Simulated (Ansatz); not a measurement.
`Cl[SiH](Cl)I` + Cl• → `Cl[Si](Cl)I`• + HCl  (hydrogen abstraction from the Si–H bond)

Gas-phase electronic energies from Ansatz, PBE0-D4/def2-TZVP geometries. CCSD(T)/CBS is the MP2 limit (def2-TZVPP, def2-QZVPP) plus CCSD(T) − MP2 in def2-TZVPP, frozen cores. This one scheme is used for every species, atoms too. Functionals use def2-TZVPP. B3LYP here is the variant with VWN-RPA as its local correlation; programs differ in this. HSE06 is defined as in plane-wave codes. Open shells (•) are unrestricted, without spin–orbit coupling. Spin–orbit coupling would lower the free atoms: a little for Cl. def2 core potentials past Kr. Bonds to I are less sure, by a few kJ/mol each and by 10 to 20 or more in all where they break to atoms, as the def2 sets lack core-valence functions.

```tsv
level	ΔE (kcal/mol)	difference from CCSD(T)/CBS
B97M-V	-16.7	-3.8
r2SCAN0-D4	-15.5	-2.6
ωB97X-V	-12.2	0.7
PBE	-20.9	-8.0
revPBE	-19.9	-7.0
B3LYP	-15.2	-2.3
r2SCANh	-17.1	-4.2
HSE06	-17.1	-4.2
BHLYP	-10.2	2.7
CAM-B3LYP	-13.1	-0.2
RPA@PBE/def2-TZVPP	-7.3	5.6
HF/def2-SVP	-0.2	12.7
CCSD/def2-SVP	-7.4	5.5
HF/def2-TZVPP	-2.0	10.9
MP2/def2-TZVPP	-13.8	-0.9
CCSD/def2-TZVPP	-10.1	2.8
CCSD(T)/CBS	-12.9	0
```

Question: What do rigid-rotor, harmonic-oscillator terms from PBE0-D4/def2-TZVP frequencies (298.15 K, 1 bar) make of the CCSD(T)/CBS value? (Estimate.)

Answer: Ansatz gave: ΔZPE = -1.3 kcal/mol, ΔH = -13.7 kcal/mol, ΔS = 24 J/(mol·K), ΔG = -15.4 kcal/mol. Open shells count their whole term as degenerate.

Largest T1 diagnostic among the species: 0.012.

Leaving LDA and LC-ωPBE aside and taking each functional with its dispersion term where it has one, the values, not all of them listed here, spread over 10.6 kcal/mol, from PBE-D4 to BHLYP-D4. LDA lies −4.4 kcal/mol from PBE without D4. At CCSD(T), def2-SVP lies +4.5 kcal/mol from the extrapolated value and def2-TZVPP +1.2 kcal/mol.

CCSD(T)/CBS has its own doubt, a few kJ/mol and more with outer-core shells, so smaller differences from it don't rank the levels.
